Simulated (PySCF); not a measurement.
# SMILES O=C([O-])C1=C[C@H]2C=C[C@@H]12, [C7H5O2]-, charge -1

Geometry:
```csv
atom,x (Å),y (Å),z (Å)
O1,2.770,-0.807,-1.019
C2,2.402,0.119,-0.281
O3,3.044,1.082,0.165
C4,0.925,0.077,0.150
C5,0.118,0.819,0.911
C6,-1.116,-0.024,0.657
C7,-1.842,0.314,-0.621
C8,-1.044,-0.434,-1.384
C9,-0.193,-0.898,-0.238
H10,0.233,1.723,1.481
H11,-1.680,-0.406,1.506
H12,-2.650,1.000,-0.816
H13,-0.954,-0.607,-2.442
H14,-0.014,-1.958,-0.096
```

Total charge -1.

Computed with TDDFT PBE0/def2-SVPD circular dichroism and optical rotation, one conformer, gas phase in PySCF. Geometry: GFN2-xTB.

The molecule is flexible and this is one conformer; a measurement averages over conformers. For a gas-phase anion, states above the detachment energy (about 1.7 eV, taken as minus the energy of the highest occupied orbital) lie in the continuum and depend on the basis.

Question: What are the CIP labels of the stereocentres?

Answer: C6 R, C9 R.

Question: Which excitations and rotatory strengths does the calculation give?

Answer: Rotatory strengths R in 10⁻⁴⁰ esu² cm², velocity form and length form (origin at the centre of mass); f in length form.
```
state  E (eV)  λ (nm)      f  R (velocity)  R (length)                                    main
    1    3.65     339  0.002         -10.6       -10.6                          HOMO→LUMO 0.91
    2    3.81     325  0.007          +1.9        +1.7                        HOMO−1→LUMO 0.92
    3    4.39     282  0.006          +5.8        +6.1                        HOMO−2→LUMO 0.98
    4    4.76     261  0.005          +9.6        +9.5                        HOMO→LUMO+2 0.75
    5    4.92     252  0.011          +1.9        +2.4    HOMO−1→LUMO+2 0.61, HOMO−3→LUMO 0.18
    6    4.97     249  0.005          +4.1        +5.5    HOMO−3→LUMO 0.78, HOMO−1→LUMO+2 0.14
    7    5.01     247  0.005          +7.1        +7.1      HOMO→LUMO+1 0.87, HOMO→LUMO+2 0.09
    8    5.19     239  0.004          -2.4        -2.5  HOMO−1→LUMO+1 0.84, HOMO−1→LUMO+2 0.12
    9    5.49     226  0.005          -2.5        -2.6  HOMO−2→LUMO+1 0.52, HOMO−2→LUMO+2 0.21
   10    5.51     225  0.004          +0.8        +0.6    HOMO→LUMO+3 0.46, HOMO−2→LUMO+1 0.40
   11    5.54     224  0.007          +6.1        +6.6    HOMO−2→LUMO+2 0.55, HOMO→LUMO+3 0.33
   12    5.59     222  0.017         -12.0       -11.8    HOMO→LUMO+4 0.52, HOMO−1→LUMO+3 0.15
```

Among the states computed, the strongest CD band (largest |R|) is state 12. The largest dissymmetry factor in size, g = 4R/(D+G), with D and G the electric and magnetic dipole strengths, is -0.024 for state 1 (velocity form, f = 0.002), among bands with |R| over 0.5. The mirror image has the same energies and oscillator strengths and all R with the opposite sign.
